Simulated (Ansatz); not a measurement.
Abridged output of a molecular run in Ansatz:

```
Functional definition: HF
1713 factors; integrals over basis functions are off by at most 8.9e-4 eV
mean field evaluation 1: about -27072.4007 eV, gradient 5.6e1 eV
mean field evaluation 2: about -27072.7004 eV, gradient 5.7e1 eV
mean field evaluation 4: about -27078.0082 eV, gradient 3.6e0 eV
mean field evaluation 8: about -27078.0619 eV, gradient 3.1e-1 eV
mean field -27078.06222379 eV, -995.1004325544 hartree, gradient 2.0e-6 eV, S^2 0.000000; 0 other end points of the search recorded, 0 dependent functions left out
12 core orbitals not correlated: weight in the atoms' cores, before any rotation towards them, 1.000 or more for the frozen orbitals, at most 0.000 for the correlated occupied ones
reference -27078.06222379 eV, -995.1004325544 hartree; 24, 24 occupied and 223, 223 virtual orbitals, 1713 factors
second order -44.76860883 eV of doubles, -0.00000000 eV of singles
cycle   1  -44.22653013 eV  change    5.4e-1 eV  update   1.3e-1
cycle   2  -45.09991128 eV  change   -8.7e-1 eV  update   3.5e-2
cycle   3  -45.28368556 eV  change   -1.8e-1 eV  update   1.7e-2
cycle   4  -45.25439074 eV  change    2.9e-2 eV  update   3.7e-3
cycle   5  -45.25076943 eV  change    3.6e-3 eV  update   1.6e-3
cycle   6  -45.25227986 eV  change   -1.5e-3 eV  update   4.4e-4
cycle   7  -45.25201449 eV  change    2.7e-4 eV  update   1.4e-4
cycle   8  -45.25187452 eV  change    1.4e-4 eV  update   4.0e-5
cycle   9  -45.25188295 eV  change   -8.4e-6 eV  update   1.7e-5
perturbative correction -1.55639410 eV, -0.0571964281 hartree
Total energy: -27124.87050083 eV, -996.8206050080 hartree
```

Its atoms:

```xyz
8

F     0.642    1.074   -1.414
B     1.096    0.050   -0.731
Cl    2.660   -0.619   -1.077
O     0.362   -0.523    0.269
C    -0.874   -0.097    0.637
F    -0.850    1.163    1.058
F    -1.296   -0.863    1.625
F    -1.739   -0.184   -0.367
```

(1) Which basis set was used?
A. def2-TZVPPD
B. def2-TZVPP
C. def2-SVPD
D. cc-pV(Q+d)Z

(2) Write the keys of the input that set method, charge and spin (a neutral closed shell needs none for the last two).

Results:

(1) B. It gives 259 functions.

(2) 
```yaml
correlation: {method: ccsd_t}
```
